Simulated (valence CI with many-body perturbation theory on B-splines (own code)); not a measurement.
I XLIX: electric-dipole lines

Level of theory: relativistic CI+MBPT: three valence electrons over a frozen Dirac-Fock core [He], a basis of 11 s, 11 p, 10 d, 8 f, 5 g, 2 h functions for each j, with the one-electron correlation potential Σ1 (screened to all orders), the two-electron term Σ2, the three-electron term Σ3, Breit, model QED; selected single and double excitations, second order for the rest, scaled by the run's own slope (own B-spline code, finite nucleus).

No measured spectrum was set against this ion. As an estimate, large intervals hold to a few tenths of a per cent, small ones and those within an open d or f shell to about a per cent.

Lines 51 to 100 of 468 in falling wavelength, among levels below 58107 × 10³ cm⁻¹, chosen from the strongest by gf and those to the six lowest levels. Wavelengths and rates use the calculated energies. Electric multipoles are in the length gauge, E1 and E2 with the static RPA response of the core. Weak lines are less certain than strong ones. Lines between different terms over intervals too small for the method are left out, as are lines whose strength nearly cancels.

Levels are named by their leading jj configuration (3d3/2^4 stands for four electrons in 3d with j = 3/2), which in mixed levels can hold well under half, so a name can repeat and another be missing. Letters in brackets count levels of one name in rising energy.

```
λ vac (Å)                          Upper                          Lower   A (s⁻¹)  log gf  Branch %
    93.87          (2p1/2^2 3d3/2) J=3/2          (2p1/2^2 3p1/2) J=1/2  3.63e+10   -0.72       0.1
    93.77          (2p3/2^2 3p3/2) J=1/2             (2p3/2^2 3s) J=3/2  4.67e+10   -0.91       0.0
    93.37     (2s 2p3/2 3d3/2) J=5/2 [a]     (2s 2p3/2 3p1/2) J=3/2 [a]  1.49e+10   -0.93       0.0
    93.26          (2p3/2^2 3d3/2) J=5/2          (2p3/2^2 3p1/2) J=5/2  1.75e+10   -0.86       0.0
    92.84  (2p1/2 2p3/2 3p3/2) J=3/2 [a]         (2p1/2 2p3/2 3s) J=1/2  2.25e+10   -0.93       0.0
    92.64  (2p1/2 2p3/2 3d3/2) J=5/2 [a]  (2p1/2 2p3/2 3p1/2) J=3/2 [a]  2.19e+10   -0.77       0.1
    92.12      (2p3/2^2 3d3/2) J=3/2 [a]          (2p3/2^2 3p1/2) J=3/2  2.80e+10   -0.85       0.0
    91.57         (2s 2p3/2 3d3/2) J=7/2         (2s 2p3/2 3p1/2) J=5/2  2.91e+10   -0.53       0.0
    91.54          (2p3/2^2 3d3/2) J=7/2          (2p3/2^2 3p1/2) J=5/2  3.66e+10   -0.43       0.0
    91.41          (2p3/2^2 3d3/2) J=5/2          (2p3/2^2 3p1/2) J=3/2  1.64e+10   -0.91       0.0
    90.13      (2p1/2 2p3/2 3d3/2) J=7/2      (2p1/2 2p3/2 3p1/2) J=5/2  2.80e+10   -0.56       1.9
    90.02     (2s 2p1/2 3d3/2) J=3/2 [a]     (2s 2p1/2 3p1/2) J=1/2 [a]  3.42e+10   -0.78       0.0
    90.00          (2p3/2^2 3p3/2) J=5/2             (2p3/2^2 3s) J=5/2  2.85e+10   -0.68       0.0
    89.82          (2p3/2^2 3p3/2) J=7/2             (2p3/2^2 3s) J=5/2  5.92e+10   -0.24       0.1
    89.26     (2s 2p1/2 3p3/2) J=3/2 [b]        (2s 2p1/2 3s) J=1/2 [b]  3.10e+10   -0.83       0.0
    89.18          (2p1/2^2 3p3/2) J=3/2             (2p1/2^2 3s) J=1/2  5.85e+10   -0.55       0.1
    89.00         (2s 2p1/2 3d3/2) J=5/2         (2s 2p1/2 3p1/2) J=3/2  2.75e+10   -0.71       0.0
    88.96  (2p1/2 2p3/2 3p3/2) J=5/2 [a]     (2p1/2 2p3/2 3s) J=3/2 [a]  5.31e+10   -0.42       0.0
    88.86     (2s 2p3/2 3d3/2) J=5/2 [b]     (2s 2p3/2 3p1/2) J=3/2 [b]  4.18e+10   -0.53       0.0
    87.76      (2p1/2 2p3/2 3p3/2) J=7/2         (2p1/2 2p3/2 3s) J=5/2  3.13e+10   -0.54       0.0
    87.64             (2s^2 3d3/2) J=3/2             (2s^2 3p1/2) J=1/2  3.98e+10   -0.74       0.0
    87.35         (2s 2p1/2 2p3/2) J=5/2             (2s^2 2p3/2) J=3/2  3.92e+09   -1.57     100.0
    86.64     (2s 2p3/2 3p3/2) J=5/2 [a]        (2s 2p3/2 3s) J=3/2 [a]  2.15e+10   -0.84       0.0
    85.91      (2p3/2^2 3d3/2) J=3/2 [b]          (2p3/2^2 3p1/2) J=1/2  2.53e+10   -0.95       0.0
    85.76         (2s 2p3/2 3p3/2) J=7/2            (2s 2p3/2 3s) J=5/2  6.36e+10   -0.25      13.4
    85.69      (2p3/2^2 3p3/2) J=3/2 [b]             (2p3/2^2 3s) J=1/2  6.23e+10   -0.56       0.1
    85.05  (2p1/2 2p3/2 3p3/2) J=3/2 [b]     (2p1/2 2p3/2 3s) J=3/2 [b]  3.46e+10   -0.82       0.0
    84.48     (2s 2p3/2 3p3/2) J=5/2 [b]        (2s 2p3/2 3s) J=3/2 [b]  6.65e+10   -0.37       0.1
    83.43  (2p1/2 2p3/2 3d3/2) J=5/2 [b]      (2p1/2 2p3/2 3p1/2) J=5/2  1.75e+10   -0.96       0.0
    81.31     (2s 2p1/2 3p3/2) J=3/2 [a]        (2s 2p1/2 3s) J=1/2 [a]  6.93e+10   -0.56       0.1
    80.26  (2p1/2 2p3/2 3p3/2) J=5/2 [b]     (2p1/2 2p3/2 3s) J=3/2 [b]  2.91e+10   -0.77       0.0
    79.13             (2s^2 3p3/2) J=3/2                (2s^2 3s) J=1/2  7.87e+10   -0.53       0.6
    79.00     (2s 2p3/2 3p3/2) J=3/2 [b]        (2s 2p3/2 3s) J=3/2 [b]  3.10e+10   -0.93       0.0
    78.27         (2s 2p1/2 3p3/2) J=5/2            (2s 2p1/2 3s) J=3/2  5.75e+10   -0.50       0.8
    78.09             (2s 2p1/2^2) J=1/2             (2s^2 2p1/2) J=1/2  8.83e+09   -1.79     100.0
    77.71  (2p1/2 2p3/2 3p3/2) J=5/2 [b]         (2p1/2 2p3/2 3s) J=5/2  4.60e+10   -0.60       0.0
    77.26     (2s 2p3/2 3p3/2) J=5/2 [a]            (2s 2p3/2 3s) J=5/2  2.94e+10   -0.80       0.0
    77.26     (2s 2p3/2 3p3/2) J=3/2 [b]            (2s 2p3/2 3s) J=1/2  5.45e+10   -0.71       0.1
    77.01     (2s 2p3/2 3p3/2) J=1/2 [b]            (2s 2p3/2 3s) J=1/2  6.99e+10   -0.91       1.8
    76.83     (2s 2p1/2 3p3/2) J=3/2 [b]            (2s 2p1/2 3s) J=3/2  4.31e+10   -0.82       0.0
    74.94      (2p3/2^2 3p3/2) J=3/2 [a]             (2p3/2^2 3s) J=3/2  8.12e+10   -0.56       0.1
    73.54  (2p1/2 2p3/2 3p3/2) J=1/2 [b]     (2p1/2 2p3/2 3s) J=3/2 [b]  7.69e+10   -0.90       0.1
    72.73          (2p1/2^2 2p3/2) J=3/2     (2s 2p1/2 2p3/2) J=3/2 [b]  8.40e+09   -1.57       1.7
    64.92     (2s 2p1/2 2p3/2) J=3/2 [b]             (2s^2 2p3/2) J=3/2  5.36e+09   -1.87       0.9
    64.17         (2p1/2 2p3/2 3s) J=5/2            (2s 2p3/2 3s) J=5/2  3.18e+10   -0.93       0.1
    56.48          (2p1/2^2 2p3/2) J=3/2         (2s 2p1/2 2p3/2) J=5/2  4.27e+10   -1.09       8.4
    49.48          (2p1/2^2 2p3/2) J=3/2     (2s 2p1/2 2p3/2) J=3/2 [a]  1.45e+10   -1.67       2.9
    28.69          (2p3/2^2 3p3/2) J=5/2     (2s 2p3/2 3p3/2) J=3/2 [b]  1.69e+11   -0.90       0.1
    28.62          (2p3/2^2 3d5/2) J=7/2     (2s 2p3/2 3d5/2) J=5/2 [b]  1.23e+11   -0.92       2.4
    28.01          (2p3/2^2 3p3/2) J=7/2     (2s 2p3/2 3p3/2) J=5/2 [b]  2.41e+11   -0.64       0.2
```

Task: How does gf follow from A for the line at 76.83 Å?

Result: gf = 1.4992 × (2J+1)_upper × A / σ², with σ = 1301627 cm⁻¹ and 2J+1 = 4: gf = 0.153.
